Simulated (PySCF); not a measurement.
**In²⁺: ionisation energy**

In²⁺ [Kr] 4d10 5s1 [5s1/2^1, M_J = 1/2] → In³⁺ [Kr] 4d10, as a difference of total energies. Computed with PySCF 2.14 in x2c-QZVPPall-2c (13s13p9d4f1g, 134 functions), with the two-component X2C-1e Hamiltonian. Correlated levels: [Ar] 3d10 frozen; the 32 highest virtual spinors dropped. "Screened" scales the spin-orbit matrix elements by Boettger's factors to mimic the two-electron term; Breit and QED terms are absent.

| method | ionisation energy (eV) |
| --- | --- |
| GHF (spin-free) | 26.628 |
| GMP2 (spin-free) | 28.068 |
| GHF (screened spin-orbit) | 26.630 |
| GMP2 (screened spin-orbit) | 28.070 |

**Question.** How much does correlation contribute at GMP2 (screened spin-orbit)?

**Answer.** 28.070 − (26.630) = 1.440 eV, measured against GHF (screened spin-orbit).

For comparison: 28.044 eV (measured; NIST Atomic Spectra Database, ionization energies).
